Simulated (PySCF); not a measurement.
H$_{7}$Si$_{3}$ (SMILES [SiH2][SiH2][SiH3]), doublet, at a GFN2-xTB geometry; B3LYP/cc-pVDZ in PySCF.

Here is a job for PySCF.
```python
from pyscf import gto, scf, dft

mol = gto.M(
    atom='''
Si    1.93979745    0.47165961    0.10091883
Si    0.05332804   -0.63234908   -0.54160016
Si   -1.87730055    0.14500050    0.46169226
H     3.28672394    0.02470814   -0.26281169
H     1.98987865    1.93358010    0.02028201
H    -0.17751861   -0.71822834   -2.00276084
H     0.27841266   -2.04606664   -0.17893111
H    -2.94853390   -0.85021347    0.52993420
H    -2.43260727    1.30498691   -0.23887599
H    -1.61790441    0.57087873    1.83901062
''',
    basis='cc-pvdz',
    spin=1,
    verbose=3,
)

mf = dft.UKS(mol)
mf.xc = 'b3lyp'
mf.kernel()
mf.analyze()
```

### Question
What does PySCF print? Leave out banner, timings and long lists.

### Answer

```
converged SCF energy = -872.673900207465  <S^2> = 0.7530213  2S+1 = 2.003019
**** MO energy ****
                             alpha | beta                alpha | beta
MO #1   energy= -66.1391660351977  | -66.1370434473063  occ= 1 | 1
MO #2   energy= -66.1370297170344  | -66.1360552919542  occ= 1 | 1
MO #3   energy= -66.132870710037   | -66.1328674948891  occ= 1 | 1
MO #4   energy= -5.29006834267921  | -5.28819355730125  occ= 1 | 1
MO #5   energy= -5.28818705661156  | -5.28630030172508  occ= 1 | 1
MO #6   energy= -5.28469619000788  | -5.28469118322841  occ= 1 | 1
MO #7   energy= -3.65246911838518  | -3.64655122982176  occ= 1 | 1
MO #8   energy= -3.64683119580187  | -3.64607573720108  occ= 1 | 1
MO #9   energy= -3.6467187993078   | -3.64594964053309  occ= 1 | 1
MO #10  energy= -3.64609753635731  | -3.64444986557935  occ= 1 | 1
MO #11  energy= -3.64602537341184  | -3.64416914525905  occ= 1 | 1
MO #12  energy= -3.64586631406774  | -3.64270067193199  occ= 1 | 1
MO #13  energy= -3.64268600695155  | -3.64259443186515  occ= 1 | 1
MO #14  energy= -3.64260083306615  | -3.64256929803972  occ= 1 | 1
MO #15  energy= -3.64258780888208  | -3.64224798629356  occ= 1 | 1
MO #16  energy= -0.589592153161933 | -0.584525460442944 occ= 1 | 1
MO #17  energy= -0.541155975348748 | -0.531316043215226 occ= 1 | 1
MO #18  energy= -0.491867879178093 | -0.48390220613624  occ= 1 | 1
MO #19  energy= -0.371327052779247 | -0.368673670503792 occ= 1 | 1
MO #20  energy= -0.366552429398336 | -0.364116793197292 occ= 1 | 1
MO #21  energy= -0.354991718441843 | -0.352672899075971 occ= 1 | 1
MO #22  energy= -0.342245727929291 | -0.339062936676419 occ= 1 | 1
MO #23  energy= -0.32541841404187  | -0.321553264608072 occ= 1 | 1
MO #24  energy= -0.304740283616155 | -0.301857267809358 occ= 1 | 1
MO #25  energy= -0.209820361083365 | -0.105197280474237 occ= 1 | 0
MO #26  energy= -0.0204888082098922 | -0.0155684989091833 occ= 0 | 0
MO #27  energy= 0.00519895979125495 | 0.0089345530484386 occ= 0 | 0
MO #28  energy= 0.0181721250460467 | 0.0219296106011999 occ= 0 | 0
MO #29  energy= 0.0266621543869001 | 0.0313242036995121 occ= 0 | 0
MO #30  energy= 0.052324281321789  | 0.0666502215834506 occ= 0 | 0
MO #31  energy= 0.0722653027490681 | 0.0741353953549737 occ= 0 | 0
MO #32  energy= 0.08267609214259   | 0.0878511615390662 occ= 0 | 0
MO #33  energy= 0.096272800916394  | 0.0999160167255846 occ= 0 | 0

To work with the spin densities directly, `use mulliken_meta_spin()` only printing them here.

 ** Mulliken spin pop alpha/beta on meta-lowdin orthogonal AOs **
 ** Mulliken Spin Density (per atom)  **
spin density of  0 Si =      0.97236
spin density of  1 Si =     -0.00303
spin density of  2 Si =     -0.00008
spin density of  3 H =     -0.00927
spin density of  4 H =     -0.01156
spin density of  5 H =      0.04948
spin density of  6 H =      0.00279
spin density of  7 H =     -0.00104
spin density of  8 H =      0.00053
spin density of  9 H =     -0.00018
 ** Mulliken pop alpha/beta on meta-lowdin orthogonal AOs **
 ** Mulliken atomic charges   ( Nelec_alpha | Nelec_beta ) **
charge of  0Si =      0.12099  (     7.42568      6.45332 )
charge of  1Si =      0.14734  (     6.92482      6.92784 )
charge of  2Si =      0.25977  (     6.87007      6.87015 )
charge of  3H =     -0.06148  (     0.52610      0.53538 )
charge of  4H =     -0.07056  (     0.52950      0.54106 )
charge of  5H =     -0.07776  (     0.56362      0.51414 )
charge of  6H =     -0.07350  (     0.53814      0.53535 )
charge of  7H =     -0.07776  (     0.53836      0.53940 )
charge of  8H =     -0.08243  (     0.54148      0.54095 )
charge of  9H =     -0.08462  (     0.54222      0.54240 )
Dipole moment(X, Y, Z, Debye): -0.08576, -0.07594, -0.09984
```
